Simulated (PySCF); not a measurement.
Gas-phase reaction: GaI + 2 ICl ⇌ GaI3 + Cl2

Method: PySCF energies (xtb for GFN2) plus ideal-gas RRHO corrections (1 bar). † marks an energy on the PBE0/def2-TZVP geometry and frequencies; other levels use their own. MP2 freezes the core. All species are closed-shell singlets. B3LYP is the form with VWN-RPA correlation. I: scalar-relativistic def2 core potential, no spin-orbit coupling. Ga: all electrons, no relativistic terms. MP2 isn't extrapolated to the basis-set limit.

```csv
level,"ΔH°(298 K), kJ"
B3LYP/def2-TZVP†,-179
GFN2-xTB,[?]
MP2/def2-TZVPP†,[?]
PBE/def2-SVP,-210
PBE0/def2-QZVP†,-216
PBE0/def2-SVP†,-235
PBE0/def2-TZVP,[?]
r2SCAN/def2-TZVP†,[?]
LDA/def2-TZVP†,-241
ωB97X-V/def2-TZVP†,-231
```

Problem. What belongs in the gaps?

Solution. 
- GFN2-xTB, ΔH°(298 K), kJ: -216
- MP2/def2-TZVPP†, ΔH°(298 K), kJ: -278
- PBE0/def2-TZVP, ΔH°(298 K), kJ: -223
- r2SCAN/def2-TZVP†, ΔH°(298 K), kJ: -236
